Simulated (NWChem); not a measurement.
Program: NWChem. System: CF₂I, charge 0, spin multiplicity 2, at a geometry optimised with UPBE0/def2-SVP with def2 effective core potentials on I. The structure started from a generated list of species. Its SCF solution wasn't tested for a lower state. Level: UCCSD(T)/def2-SVP with def2 effective core potentials on I, 7 core orbitals frozen.

The NWChem input:

```
start mol
memory heap 100 mb stack 700 mb global 1900 mb
geometry units angstroms nocenter noautoz
  F      1.925053    -0.076688    -1.073206
  C      1.304813     0.340705     0.000000
  F      1.925053    -0.076688     1.073206
  I     -0.801506    -0.012525     0.000000
  symmetry group Cs
end
basis spherical
  * library def2-svp
end
ecp
  I library def2-ecp
end
scf
  uhf
  nopen 1
  maxiter 100
  thresh 1e-7
  semidirect memsize 60000000 filesize 0
  # guess.movecs holds the orbitals of an unrestricted PBE0 run
  vectors input guess.movecs output mol.movecs
end
tce
  freeze core 7
  ccsd(t)
  thresh 1e-6
  maxiter 100
  tilesize 24
end
task tce energy
```

Output (cleaned and shortened):

```
             Northwest Computational Chemistry Package (NWChem) 7.3.0
             --------------------------------------------------------

                                NWChem Input Module
                                -------------------

 Scaling coordinates for geometry "geometry" by  1.889725989
 (inverse scale =  0.529177249)

 Turning off AUTOSYM since
 SYMMETRY directive was detected!

                             Geometry "geometry" -> ""
                             -------------------------

 Output coordinates in angstroms (scale by  1.889725989 to convert to a.u.)

  No.       Tag          Charge          X              Y              Z
 ---- ---------------- ---------- -------------- -------------- --------------
    1 F                    9.0000     1.92505300    -0.07668800    -1.07320600
    2 C                    6.0000     1.30481300     0.34070500     0.00000000
    3 F                    9.0000     1.92505300    -0.07668800     1.07320600
    4 I                   53.0000    -0.80150600    -0.01252500     0.00000000

 Effective nuclear repulsion energy (a.u.)     314.7048666248

            Nuclear Dipole moment (a.u.)
            ----------------------------
        X                 Y               Z
 ---------------- ---------------- ----------------
     0.0000264562     0.0000396842     0.0000000000

      Symmetry information
      --------------------

 Group name             Cs
 Group number              2
 Group order               2
 No. of unique centers     3

      Symmetry unique atoms

     1    2    4


 Summary of "ao basis" -> "" (spherical)
 ------------------------------------------------------------------------------
       Tag                 Description            Shells   Functions and Types
 ---------------- ------------------------------  ------  ---------------------
 *                          def2-svp                  on all atoms

 Summary of "ao basis" -> "ao basis" (spherical)
 ------------------------------------------------------------------------------
       Tag                 Description            Shells   Functions and Types
 ---------------- ------------------------------  ------  ---------------------
 F                          def2-svp                 6       14   3s2p1d
 C                          def2-svp                 6       14   3s2p1d
 I                          def2-svp                10       26   4s4p2d

                                 NWChem SCF Module
                                 -----------------

  ao basis        = "ao basis"
  functions       =    68
  atoms           =     4
  alpha electrons =    25
  beta  electrons =    24
  charge          =   0.00
  wavefunction    = UHF
  use symmetry    = T
  symmetry adapt  = T

 Summary of "ao basis" -> "ao basis" (spherical)
 ------------------------------------------------------------------------------
       Tag                 Description            Shells   Functions and Types
 ---------------- ------------------------------  ------  ---------------------
 F                          def2-svp                 6       14   3s2p1d
 C                          def2-svp                 6       14   3s2p1d
 I                          def2-svp                10       26   4s4p2d

      Symmetry analysis of basis
      --------------------------

        a'         42
        a"         26

 Forming initial guess at       0.0s

   Symmetry analysis of molecular orbitals - initial alpha
   -------------------------------------------------------

  Numbering of irreducible representations:

     1 a'          2 a"

  Orbital symmetries:

     1 a'          2 a"          3 a'          4 a'          5 a'
     6 a'          7 a"          8 a'          9 a'         10 a"
    11 a"         12 a'         13 a'         14 a"         15 a'
    16 a'         17 a"         18 a'         19 a'         20 a"
    21 a"         22 a'         23 a'         24 a"         25 a'
    26 a'         27 a"         28 a'         29 a'         30 a'
    31 a'         32 a'         33 a"         34 a'         35 a"

   Symmetry analysis of molecular orbitals - initial beta
   ------------------------------------------------------

  Numbering of irreducible representations:

     1 a'          2 a"

  Orbital symmetries:

     1 a'          2 a"          3 a'          4 a'          5 a'
     6 a'          7 a"          8 a'          9 a'         10 a"
    11 a"         12 a'         13 a'         14 a"         15 a'
    16 a'         17 a"         18 a'         19 a'         20 a"
    21 a"         22 a'         23 a'         24 a"         25 a'
    26 a'         27 a"         28 a'         29 a'         30 a'
    31 a'         32 a"         33 a'         34 a"         35 a'

 Starting SCF solution at       0.0s

 ----------------------------------------------
         Quadratically convergent UHF

 Convergence threshold     :          1.000E-07
 Maximum no. of iterations :          100
 Integral*density screening:          1.000E-09
 ----------------------------------------------

              iter       energy          gnorm     gmax       time
             ----- ------------------- --------- --------- --------
                 1     -533.1096826772  4.45D-01  8.00D-02      0.3
                 2     -533.1328445310  4.13D-02  1.38D-02      0.3
                 3     -533.1335164563  1.51D-03  5.23D-04      0.4
                 4     -533.1335186291  5.14D-06  1.63D-06      0.5
                 5     -533.1335186291  7.28D-09  3.57D-09      0.7

       Final UHF  results
       ------------------
[...]
 Vector   25  Occ=0.000000D+00  E= 6.023524D-02  Symmetry=a'
              MO Center= -5.3D-03,  3.0D-01, -3.3D-16, r^2= 3.4D+00
   Bfn.  Coefficient  Atom+Function         Bfn.  Coefficient  Atom+Function
  ----- ------------  ---------------      ----- ------------  ---------------
    17      0.893554  2 C  s                 56     -0.784457  4 I  px
    46     -0.357331  4 I  s                 21     -0.308678  2 C  px
    53     -0.282805  4 I  px                57     -0.280243  4 I  py
    22      0.259545  2 C  py                16      0.253971  2 C  s
    19      0.231163  2 C  py                18     -0.192999  2 C  px

 Vector   26  Occ=0.000000D+00  E= 1.370988D-01  Symmetry=a'
              MO Center=  6.4D-01,  3.6D-01,  1.9D-15, r^2= 3.2D+00
   Bfn.  Coefficient  Atom+Function         Bfn.  Coefficient  Atom+Function
  ----- ------------  ---------------      ----- ------------  ---------------
    56      0.779491  4 I  px                22      0.620729  2 C  py
    46      0.530706  4 I  s                 21      0.493551  2 C  px
    19      0.384063  2 C  py                17     -0.376798  2 C  s
    18      0.307968  2 C  px                 8     -0.184100  1 F  py
    36     -0.184100  3 F  py                16     -0.152410  2 C  s

 Vector   27  Occ=0.000000D+00  E= 3.089964D-01  Symmetry=a"
              MO Center=  6.4D-01,  3.8D-01,  1.2D-14, r^2= 3.1D+00
   Bfn.  Coefficient  Atom+Function         Bfn.  Coefficient  Atom+Function
  ----- ------------  ---------------      ----- ------------  ---------------
    23      1.381692  2 C  pz                 3      0.692064  1 F  s
    31     -0.692064  3 F  s                 58     -0.345165  4 I  pz
    20      0.294190  2 C  pz                67     -0.293088  4 I  d  1
     7     -0.243562  1 F  px                35      0.243562  3 F  px
     8      0.177389  1 F  py                36     -0.177389  3 F  py

 center of mass
 --------------
 x =  -0.13788939 y =  -0.00443186 z =   0.00000000

 moments of inertia (a.u.)
 ------------------
         162.122646109337          -3.460112361113           0.000000000000
          -3.460112361113        1019.839443764977           0.000000000000
           0.000000000000           0.000000000000         869.396709409125

  Mulliken analysis of the total density
  --------------------------------------

    Atom       Charge   Shell Charges
 -----------   ------   -------------------------------------------------------
    1 F    9     9.25   1.99  1.13  0.79  3.34  1.99  0.01
    2 C    6     5.54   1.99  0.93  0.28  1.71  0.50  0.14
    3 F    9     9.25   1.99  1.13  0.79  3.34  1.99  0.01
    4 I   25    24.95   1.83  0.22  1.23  0.68  2.93  3.12  2.57  2.32  9.83  0.23

  Mulliken analysis of the alpha density
  --------------------------------------

    Atom       Charge   Shell Charges
 -----------   ------   -------------------------------------------------------
    1 F    9     4.64   1.00  0.57  0.39  1.69  0.98  0.01
    2 C    6     3.19   1.00  0.53  0.18  1.09  0.33  0.07
    3 F    9     4.64   1.00  0.57  0.39  1.69  0.98  0.01
    4 I   25    12.53   0.91  0.11  0.62  0.34  1.46  1.56  1.32  1.18  4.91  0.11

   Mulliken analysis of the beta density
   -------------------------------------

    Atom       Charge   Shell Charges
 -----------   ------   -------------------------------------------------------
    1 F    9     4.61   1.00  0.56  0.40  1.64  1.01  0.00
    2 C    6     2.35   0.99  0.40  0.10  0.61  0.18  0.07
    3 F    9     4.61   1.00  0.56  0.40  1.64  1.01  0.00
    4 I   25    12.42   0.91  0.11  0.61  0.34  1.47  1.56  1.24  1.14  4.91  0.11

   Mulliken analysis of the spin density
   -------------------------------------

    Atom       Charge   Shell Charges
 -----------   ------   -------------------------------------------------------
    1 F    9     0.02   0.00  0.01 -0.01  0.05 -0.03  0.00
    2 C    6     0.84   0.00  0.13  0.07  0.48  0.15 -0.00
    3 F    9     0.02   0.00  0.01 -0.01  0.05 -0.03  0.00
    4 I   25     0.11  -0.00  0.00  0.00 -0.00 -0.01  0.01  0.08  0.04 -0.00 -0.00

       Multipole analysis of the density wrt the origin
       ------------------------------------------------

     L   x y z        total         alpha         beta         nuclear
     -   - - -        -----         -----         ----         -------
     0   0 0 0      0.000000    -25.000000    -24.000000     49.000000

     1   1 0 0     -0.327730    -22.392479    -20.344826     42.409575
     1   0 1 0      0.129505     -0.810760      0.277499      0.662767
     1   0 0 1     -0.000000     -0.000000      0.000000      0.000000

     2   2 0 0    -30.676202   -185.186995   -177.528342    332.039136
     2   1 1 0      0.965342     -1.618688      1.651993      0.932037
     2   1 0 1      0.000000      0.000000     -0.000000      0.000000
     2   0 2 0    -31.341365    -18.512559    -15.708012      2.879207
     2   0 1 1      0.000000      0.000000      0.000000      0.000000
     2   0 0 2    -32.916229    -53.942523    -53.008583     74.034877

                   NWChem Extensible Many-Electron Theory Module
                   ---------------------------------------------


            General Information
            -------------------
      Number of processors :     1
         Wavefunction type : Unrestricted Hartree-Fock
          No. of electrons :    49
           Alpha electrons :    25
            Beta electrons :    24
           No. of orbitals :   136
            Alpha orbitals :    68
             Beta orbitals :    68
        Alpha frozen cores :     7
         Beta frozen cores :     7
     Alpha frozen virtuals :     0
      Beta frozen virtuals :     0
         Spin multiplicity : doublet
    Number of AO functions :    68
       Number of AO shells :    28
        Use of symmetry is : on
      Symmetry adaption is : on
         Schwarz screening : 0.10D-09

          Correlation Information
          -----------------------
          Calculation type : Coupled-cluster singles & doubles w/ perturbation
   Perturbative correction : (T)
            Max iterations :      100
        Residual threshold : 0.10D-05
     T(0) DIIS level shift : 0.00D+00
     L(0) DIIS level shift : 0.00D+00
     T(1) DIIS level shift : 0.00D+00
     L(1) DIIS level shift : 0.00D+00
     T(R) DIIS level shift : 0.00D+00
     T(I) DIIS level shift : 0.00D+00
   CC-T/L Amplitude update :  5-th order DIIS
                I/O scheme : Global Array Library
        L-threshold :  0.10D-05
        EOM-threshold :  0.10D-05
 no EOMCCSD initial starts read in
 TCE RESTART OPTIONS
 SLICE:      F
 D4D5:       F
 quantumc:   F
 qrotation:  F
 pwtce:      F
 qducc:      F
 nacto:                         0
 nrotv:                         0
 nrot:                          0

            Memory Information
            ------------------
          Available GA space size is     249027552 doubles
          Available MA space size is     104848588 doubles

 Maximum block size supplied by input
 Maximum block size        24 doubles

 tile_dim =     17

 -------------------------------------------------
   1    alpha     a'    11 doubles       0       1
   2    alpha     a"     7 doubles      11       2
   3    beta      a'    10 doubles      18       3
   4    beta      a"     7 doubles      28       4
   5    alpha     a'    13 doubles      35       5
   6    alpha     a'    13 doubles      48       6
   7    alpha     a"    17 doubles      61       7
   8    beta      a'    13 doubles      78       8
   9    beta      a'    14 doubles      91       9
  10    beta      a"    17 doubles     105      10

 Global array virtual files algorithm will be used

 Parallel file system coherency ......... OK


 half-transformed integrals in memory

 2-e (intermediate) file size =        38111008
 2-e (intermediate) file name = ./mol.v2i

 2-e integrals stored in memory



CCSD iterations
 ---------------------------------------------------------
 Iter          Residuum       Correlation     Cpu    Wall
 ---------------------------------------------------------
    1   0.1817394983252  -0.5929928785821     0.3     0.3
    2   0.0456027994992  -0.6002513932167     0.3     0.3
    3   0.0163951590415  -0.6085304755114     0.3     0.3
    4   0.0077244087612  -0.6098384372949     0.3     0.3
    5   0.0037916136776  -0.6107190374610     0.3     0.3
    6   0.0019606930133  -0.6110758311739     0.3     0.3
    7   0.0013365516944  -0.6112054006556     0.3     0.3
    8   0.0009160274797  -0.6112321027266     0.3     0.3
    9   0.0007102685134  -0.6112385392793     0.3     0.3
   10   0.0005291068403  -0.6112524555843     0.3     0.3
   11   0.0001272876514  -0.6112867083141     0.3     0.3
   12   0.0000797657416  -0.6112826871381     0.4     0.4
   13   0.0000541172960  -0.6112831555037     0.4     0.4
   14   0.0000411720313  -0.6112820975656     0.3     0.3
   15   0.0000306246163  -0.6112818333749     0.3     0.3
   16   0.0000097591071  -0.6112803960698     0.3     0.3
   17   0.0000064538903  -0.6112812173355     0.3     0.3
   18   0.0000043903497  -0.6112814126159     0.3     0.3
   19   0.0000034129131  -0.6112814946461     0.3     0.3
   20   0.0000025607043  -0.6112815675452     0.3     0.3
   21   0.0000008204788  -0.6112817148330     0.3     0.3
 -----------------------------------------------------------------
 Iterations converged
 CCSD correlation energy / hartree =        -0.611281714833048
 CCSD total energy / hartree       =      -533.744800343931843

 Singles contributions

 Doubles contributions
 CCSD(T)
 Using plain CCSD(T) code
             total no. of tasks          148
 total no. of tasks / no. procs          148
                         wl_min       985439          10.0
                         wl_max      5000567          13.1
        thresh for no. of tasks          148

 CCSD[T]  correction energy / hartree =        -0.015994433744371
 CCSD[T] correlation energy / hartree =        -0.627276148577419
 CCSD[T] total energy / hartree       =      -533.760794777676210
 CCSD(T)  correction energy / hartree =        -0.014163514112719
 CCSD(T) correlation energy / hartree =        -0.625445228945768
 CCSD(T) total energy / hartree       =      -533.758963858044581

 Task  times  cpu:       33.1s     wall:       33.1s

 Total times  cpu:       33.1s     wall:       33.1s
```
